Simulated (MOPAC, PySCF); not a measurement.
C₃H₇ClSi, SMILES `[SiH3]C/C=C\Cl` (Si–C–C–C torsion 96°), neutral singlet in the gas phase. 

Z-matrix (Å, degrees):
```
C
H 1 1.0905
H 1 1.0918 2 107.64
C 1 1.4873 2 110.92 3 120.70
C 4 1.3210 1 126.97 2 24.80
H 5 1.0784 4 123.35 1 178.82
H 4 1.0847 5 115.72 6 0.81
Cl 5 1.7322 6 113.14 4 -179.87
Si 1 1.8847 2 108.17 3 -116.45
H 9 1.4770 1 110.09 2 -60.91
H 9 1.4801 10 109.52 1 -120.82
H 9 1.4802 10 108.94 11 -118.94
```
Charge 0, multiplicity 1.

All levels are single points at this geometry (CAM-B3LYP-D3(BJ)/def2-TZVP); Pople sets use spherical d functions. Orbital energies aren't observables, and empty levels follow the basis.

```
level                                HOMO (eV)  LUMO (eV)  gap (eV)  dipole (D)  vertical IE, Delta-SCF (eV)
-----------------------------------  ---------  ---------  --------  ----------  ---------------------------
CAM-B3LYP-D3(BJ)/def2-TZVP in PySCF      -8.35       1.04      9.38        1.54                         9.15
TPSSh-D3(BJ)/def2-TZVP in PySCF          -6.42      -0.50      5.91        1.52                         8.90
B3LYP/6-311+G** in PySCF                 -6.90      -0.41      6.48        1.57                            –
B3LYP/6-31G* in PySCF                    -6.63       0.14      6.77        1.64                         8.90
AM1 in MOPAC                             -9.75       0.61     10.36        1.33                            –
PM3 in MOPAC                             -9.37       0.22      9.58        1.18                            –
```
